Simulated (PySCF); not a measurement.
## Kr³⁺ (krypton, charge +3): UHF calculation

Configuration: [Ar] 3d10 4s2 4p3, high-spin 4S determinant. Computed with PySCF 2.14 in def2-SVP, with no relativity, point nucleus.

```
Total energy                                     : -2749.066755 hartree
One-electron energy                              : -3778.5071 hartree
Hartree (Coulomb) energy                         : 1122.2720 hartree
Exchange energy                                  : -92.8316 hartree
Kinetic energy                                   : 2749.09854 hartree
⟨S²⟩                                             : 3.7506
⟨L²⟩                                             : 0.000
Sum of ⟨r⟩                                       : 19.33 bohr
Sum of ⟨r²⟩                                      : 21.64 bohr²
Density at the nucleus (Gaussians lack the cusp) : 30300 bohr⁻³
Spin density at the nucleus                      : 0.679 bohr⁻³
Langevin diamagnetic susceptibility              : -17.1 ×10⁻⁶ cm³/mol
Time after the integrals                         : 0.12 s of wall time on 1 thread of Neoverse-N1 (shared host)
```

| shell | electrons | mean orbital energy (eV) | rms radius, mean of both spins (bohr) |
| --- | --- | --- | --- |
| 1s α | 1 | -14194.2 | 0.0491 |
| 1s β | 1 | -14193.6 | 0.0491 |
| 2s α | 1 | -1942.1 | 0.203 |
| 2s β | 1 | -1941.8 | 0.203 |
| 2p α | 3 | -1755.2 | 0.179 |
| 2p β | 3 | -1754.5 | 0.179 |
| 3s α | 1 | -335.64 | 0.576 |
| 3s β | 1 | -334.62 | 0.576 |
| 3p α | 3 | -267.26 | 0.586 |
| 3p β | 3 | -265.87 | 0.586 |
| 3d α | 5 | -144.39 | 0.608 |
| 3d β | 5 | -143.68 | 0.608 |
| 4s α | 1 | -70.193 | 1.61 |
| 4s β | 1 | -59.576 | 1.61 |
| 4p α | 3 | -50.956 | 1.80 |
